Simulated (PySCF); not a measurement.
Radial density of Mg (magnesium, neutral)

UHF, [Ne] 3s2, closed-shell 1S. All numbers are calculated (PySCF 2.14, the non-relativistic Hamiltonian (point nucleus), in def2-QZVPPD (9s5p5d2f, 63 functions)).

| r (bohr) | 4πr²ρ (e/bohr) |
| --- | --- |
| 0.00277 | 0.09862 |
| 0.00466 | 0.2666 |
| 0.00783 | 0.6991 |
| 0.0132 | 1.740 |
| 0.0222 | 3.972 |
| 0.0373 | 7.843 |
| 0.0627 | 12.18 |
| 0.105 | 12.92 |
| 0.177 | 8.683 |
| 0.298 | 8.078 |
| 0.502 | 11.17 |
| 0.844 | 6.619 |
| 1.42 | 1.307 |
| 2.39 | 0.7071 |
| 4.02 | 0.3956 |
| 6.76 | 0.03841 |
| 11.4 | 0.0002412 |
